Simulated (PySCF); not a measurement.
Broadened absorption spectrum of C6H7FO

Compound: C6H7FO.
SMILES: `FCC1=COC=CC1`

Method: TDDFT PBE0/def2-SVPD, vertical, gas phase, core orbitals frozen in the response (PySCF 2.14.0, density-fitted response routines). One conformer (not necessarily the lowest) at the GFN2-xTB geometry, without solvent, vibrations or thermal averaging. Torsions of this conformer, `[F:1][CH2:2][C:3]1=[CH:4][O:5][CH:6]=[CH:7][CH2:8]1`: F1–C2–C3–C4 0°.

Computed states:

```json
{"state": "S1", "E (eV)": "5.11", "f": "0.034"}
{"state": "S2", "E (eV)": "5.71", "f": "0.0008"}
{"state": "S3", "E (eV)": "6.37", "f": "0.0038"}
{"state": "S4", "E (eV)": "6.47", "f": "0.035"}
{"state": "S5", "E (eV)": "6.59", "f": "0.017"}
{"state": "S6", "E (eV)": "6.94", "f": "0.0000"}
{"state": "S7", "E (eV)": "7.21", "f": "0.0024"}
{"state": "S8", "E (eV)": "7.41", "f": "0.012"}
```

Broadening: Gaussians 0.5 eV wide at half height, area fixed by f = 4.319×10⁻⁹ ∫ε dν̃. The width is an assumption, not a result. The curve ends short of the highest state used, and states not computed would add to its high-energy end.

(1) Give the broadened spectrum and its maxima.

(2) Coming from long wavelengths, where does ε first pass 100 L mol⁻¹ cm⁻¹?

(3) Does any computed singlet lie in the visible range?

(4) On this curve, what absorbance would a 10⁻⁵ mol/L sample give at 280 nm over a 1 cm path?

Answers

(1) 
λ (nm), ε (L mol⁻¹ cm⁻¹) and a bar:
```
    182.2       1155 ############
    186.6       2327 ########################
    191.0       2881 ##############################
    195.5       2258 ########################
    199.9       1197 ############
    204.3        457 #####
    208.8        144 #
    213.2         70 #
    217.7         89 #
    222.1        195 ##
    226.5        454 #####
    231.0        905 #########
    235.4       1414 ###############
    239.9       1777 ##################
    244.3       1811 ###################
    248.7       1538 ################
    253.2       1099 ###########
    257.6        682 #######
    262.0        371 ####
    266.5        176 ##
    270.9         77 #
    275.4         30 
    279.8         11 
    284.2          4
```

Maxima: 243 nm (5.11 eV), ε about 1800, made up of S1 (100%); 191 nm (6.50 eV), ε about 2900, made up of S4 (65%) and S5 (29%) (ε in L mol⁻¹ cm⁻¹; maxima over ε = 5, shares over 10%).

(2) At about 270 nm (4.60 eV), 0.51 eV below S1.

(3) No computed singlet lies in the visible range (380 to 750 nm); the lowest, at 243 nm, stands 1.85 eV above its violet end (3.26 eV).

(4) 280 nm is 4.428 eV, where ε is about 10 L mol⁻¹ cm⁻¹, so A = ε c l ≈ 0.0001 (Beer–Lambert, with the gas-phase spectrum and the assumed width).
